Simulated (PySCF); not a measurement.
WO2, SMILES [O]=[W]=[O] (connectivity only; charge and spin as stated), neutral, multiplicity 3. Atoms are numbered in the order given.

```xyz
3

W      0.0000     0.0000     0.1676
O      0.0000     1.4326    -0.7753
O      0.0000    -1.4326    -0.7753
```
Charge 0, spin multiplicity 3.

Coordinates come from a B3LYP-D3(BJ)/def2-TZVP optimisation. The multiplicity is an assumed one; other spin states were not compared. The def2 effective core potentials stand for the cores of W; spin–orbit coupling is left out.

These are TDA-B3LYP/def2-TZVPD in PySCF values and carry that method's errors.

Vertical excitations. The molecule is in vacuum.

Computed excitation energies, oscillator strengths and character:
| state | energy (eV) | λ (nm) | f | main pairs |
|---|---|---|---|---|
| root 1 | 0.58 | 2129 | 0.001 | α HOMO→LUMO 99 % |
| root 2 | 2.05 | 605 | 0.020 | α HOMO−1→LUMO 98 % |
| root 3 | 2.39 | 519 | 0.000 | α HOMO→LUMO+1 98 % |
| root 4 | 3.37 | 368 | 0.000 | α HOMO−1→LUMO+1 95 % |
| root 5 | 3.38 | 367 | 0.000 | α HOMO−2→LUMO 33 %, β HOMO→LUMO 66 % |
| root 6 | 3.40 | 365 | 0.000 | α HOMO→LUMO+2 95 % |
| root 7 | 3.55 | 350 | 0.005 | α HOMO−2→LUMO 59 %, β HOMO→LUMO 32 %, β HOMO→LUMO+1 7 % |
| root 8 | 4.29 | 289 | 0.000 | β HOMO−1→LUMO 92 % |
| root 9 | 4.30 | 289 | 0.004 | α HOMO−2→LUMO 5 %, β HOMO→LUMO+1 89 % |
| root 10 | 4.46 | 278 | 0.000 | β HOMO→LUMO+2 98 % |
Unrestricted roots are not spin-pure.
